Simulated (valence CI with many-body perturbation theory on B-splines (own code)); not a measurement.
**Energy levels of Ca XVI**

Calculated by valence CI with perturbative core correlation (CI+MBPT): three valence electrons over a frozen Dirac-Fock core [He], a basis of 9 s, 9 p, 8 d, 6 f, 3 g, 1 h functions for each j, with the one-electron correlation potential Σ1 (screened to all orders), the two-electron term Σ2, the three-electron term Σ3, Breit, model QED; selected single and double excitations, second order for the rest, scaled by the run's own slope (own B-spline code, finite nucleus).

No measured levels were compared; by estimate levels of excited configurations hold to 0.05 to 0.15 % of their energy, terms of the ground configuration to about 0.5 %.

Levels 1 to 45 of 54, with energies above the lowest level, 2s²2p ²P°_1/2. "Leading %" is the weight of the configuration and term that name the level; weights of strongly mixed levels are sums over their largest components and can fall short, so below about 35 % the name and the second component can differ from the true leading terms, or belong to a minority configuration. In the jj column 3d3/2^4 stands for four electrons in 3d with j = 3/2. Lifetimes count E1, E2, E3, M1 and M2 decay at the calculated energies, and are blank where another channel may lead or the interval is too uncertain; long ones can be off by a factor of two.

```tsv
No.	Configuration	Term	J	E (eV)	Leading %	Second component	Leading jj	Lifetime
1	2s²2p	²P°	1/2	0.00	97		2s^2 2p1/2 (97 %)	
2	2s²2p	²P°	3/2	4.54	97		2s^2 2p3/2 (97 %)	2.25 ms
3	2s2p²	⁴P	1/2	33.18	99		2s 2p1/2^2 (52 %)	92.1 ns
4	2s2p²	⁴P	3/2	34.98	100		2s 2p1/2 2p3/2 (91 %)	718 ns
5	2s2p²	⁴P	5/2	37.25	99		2s 2p3/2^2 (57 %)	160 ns
6	2s2p²	²D	3/2	59.46	99		2s 2p1/2 2p3/2 (74 %)	212 ps
7	2s2p²	²D	5/2	59.78	99		2s 2p1/2 2p3/2 (57 %)	275 ps
8	2s2p²	²S	1/2	73.47	66	34 % 2s2p² ²P	2s 2p1/2^2 (47 %)	49.9 ps
9	2s2p²	²P	1/2	78.64	66	34 % 2s2p² ²S	2s 2p3/2^2 (58 %)	39.9 ps
10	2s2p²	²P	3/2	80.11	99		2s 2p3/2^2 (65 %)	33.2 ps
11	2p³	⁴S°	3/2	103.49	99		2p1/2 2p3/2^2 (52 %)	36.5 ps
12	2p³	²D°	3/2	116.57	95	5 % 2p³ ²P°	2p1/2 2p3/2^2 (47 %)	92.7 ps
13	2p³	²D°	5/2	117.17	100		2p1/2 2p3/2^2 (100 %)	92.0 ps
14	2p³	²P°	1/2	130.57	97		2p1/2 2p3/2^2 (97 %)	40.8 ps
15	2p³	²P°	3/2	131.74	91	5 % 2p³ ²D°	2p3/2^3 (71 %)	41.8 ps
16	2s²3s	²S	1/2	545.74	94	4 % 2p²3s ²S	2s^2 3s (94 %)	1.18 ps
17	2s²3p	²P°	1/2	561.76	91	4 % 2p²3p ²P°	2s^2 3p1/2 (91 %)	13.4 ps
18	2s²3p	²P°	3/2	563.02	91	4 % 2p²3p ²P°	2s^2 3p3/2 (91 %)	13.2 ps
19	2s²3d	²D	3/2	577.88	94	5 % 2p²3d ²D	2s^2 3d3/2 (94 %)	176 fs
20	2s²3d	²D	5/2	578.24	94	5 % 2p²3d ²D	2s^2 3d5/2 (94 %)	179 fs
21	2s2p3s	⁴P°	1/2	578.35	98		2s 2p1/2 3s (92 %)	1.02 ps
22	2s2p3s	⁴P°	3/2	579.71	96		2s 2p1/2 3s (66 %)	1.00 ps
23	2s2p3s	⁴P°	5/2	582.64	98		2s 2p3/2 3s (98 %)	971 fs
24	2s2p3s	²P°	1/2	586.54	95		2s 2p1/2 3s (76 %)	1.36 ps
25	2s2p3s	²P°	3/2	589.68	93		2s 2p3/2 3s (88 %)	1.19 ps
26	2s2p3p	⁴D	1/2	592.59	72	26 % 2s2p3p ²P	2s 2p1/2 3p1/2 (94 %)	1.63 ps
27	2s2p3p	⁴D	3/2	593.78	76	20 % 2s2p3p ²P	2s 2p1/2 3p1/2 (64 %)	2.13 ps
28	2s2p3p	²P	1/2	595.49	67	27 % 2s2p3p ⁴D	2s 2p1/2 3p3/2 (50 %)	563 fs
29	2s2p3p	²P	3/2	595.76	57	20 % 2s2p3p ⁴D	2s 2p1/2 3p3/2 (56 %)	707 fs
30	2s2p3p	⁴D	5/2	595.88	97		2s 2p1/2 3p3/2 (52 %)	266 ps
31	2s2p3p	⁴D	7/2	598.48	99		2s 2p3/2 3p3/2 (99 %)	730 ps
32	2s2p3p	⁴S	3/2	599.11	67	15 % 2s2p3p ⁴P	2s 2p3/2 3p3/2 (53 %)	2.29 ps
33	2s2p3p	⁴P	1/2	599.84	96		2s 2p1/2 3p1/2 (57 %)	18.3 ps
34	2s2p3p	⁴P	3/2	601.70	72	15 % 2s2p3p ⁴S	2s 2p3/2 3p1/2 (78 %)	3.05 ps
35	2s2p3p	²D	3/2	602.49	80	8 % 2s2p3p ⁴P	2s 2p3/2 3p3/2 (45 %)	428 fs
36	2s2p3p	⁴P	5/2	602.57	87	10 % 2s2p3p ²D	2s 2p3/2 3p1/2 (47 %)	3.82 ps
37	2s2p3p	²D	5/2	605.26	88	10 % 2s2p3p ⁴P	2s 2p3/2 3p3/2 (72 %)	409 fs
38	2s2p3d	⁴F°	3/2	606.72	95		2s 2p1/2 3d3/2 (88 %)	3.87 ps
39	2s2p3d	⁴F°	5/2	607.55	93	5 % 2s2p3d ⁴D°	2s 2p1/2 3d3/2 (43 %)	2.07 ps
40	2s2p3d	⁴F°	7/2	608.85	92	7 % 2s2p3d ⁴D°	2s 2p1/2 3d5/2 (53 %)	1.47 ps
41	2s2p3p	²S	1/2	609.01	95		2s 2p3/2 3p3/2 (68 %)	351 fs
42	2s2p3d	⁴F°	9/2	611.04	100		2s 2p3/2 3d5/2 (100 %)	3.36 ns
43	2s2p3d	⁴P°	5/2	611.38	38	35 % 2s2p3d ⁴D°	2s 2p1/2 3d5/2 (77 %)	178 fs
44	2s2p3s	²P°	1/2	611.50	84	10 % 2s2p3d ⁴D°	2s 2p3/2 3s (61 %)	441 fs
45	2s2p3s	²P°	3/2	611.60	50	27 % 2s2p3d ⁴D°	2s 2p3/2 3s (36 %)	259 fs
```

Names give the largest LS component (configuration and term), which can be under half, so a name can repeat, a term be missing and a line seem to break the LS rules; names also repeat where a configuration has a term twice.

The ionisation energy to 2s² ¹S0 of the next ion comes out as 973.74 eV (NIST: 973.7 ± 0.3 eV (semi-empirical)). All 54 levels together are meant to be complete up to 622.43 eV.
